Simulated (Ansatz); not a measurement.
Ideal-gas functions of `BrB1C[SiH2]O1` at 400 K and 1 bar, from an Ansatz frequency run at PBE0-D4/def2-TZVP.

Molar mass 150.84 g/mol, point group Cs (symmetry number 1), electronic degeneracy 1, moments of inertia 51.522, 449.145, 491.501 u Å². Harmonic wavenumbers (cm⁻¹, unscaled): 91, 240, 306, 372, 473, 623, 670, 743, 798, 799, 851, 932, 938, 985, 1081, 1290, 1387, 2243, 2252, 3110, 3165.

Use S(trans) = R[1.5 ln M + 2.5 ln T − 1.1517]; rotational temperatures θ = 24.2544 K / I; S(rot) = R[ln(√π/σ · √(T³/θAθBθC)) + 1.5]; for each mode x = 1.438777 ν̃/T, S = R[x/(eˣ − 1) − ln(1 − e⁻ˣ)] and H = RT x/(eˣ − 1); 1 cm⁻¹ = 0.0119627 kJ/mol; R = 8.31446 J/(mol·K).

Problem. By hand: the entropy, in J/(mol·K).

Solution. Translation 177.5. Rotation: θ = 0.4708, 0.054, 0.0493 K, giving 119.7. Vibration, mode by mode: 17.64, 9.79, 7.92, 6.49, 4.83, 3.15, 2.76, 2.24, 1.92, 1.91, 1.65, 1.31, 1.28, 1.12, 0.85, 0.46, 0.34, 0.02, 0.02, 0.00, 0.00, in all 65.7. Electronic 0.0. Sum 362.9 J/(mol·K).

Problem. By hand: H − E and G − E in kJ/mol, counted from the electronic energy.

Solution. Zero-point energy ½ × 23349 × 0.0119627 = 139.7; thermal vibration 15.3; translation, rotation and pV give 4 RT = 13.3. H − E = 168.3 kJ/mol, and G − E = 168.3 − 400 × 362.9/1000 = 23.1 kJ/mol.

Vibration gives 18 % of the entropy, 17.6 J/(mol·K) of it from the mode under 150 cm⁻¹: soft modes count most, and the harmonic formula is weakest for them.
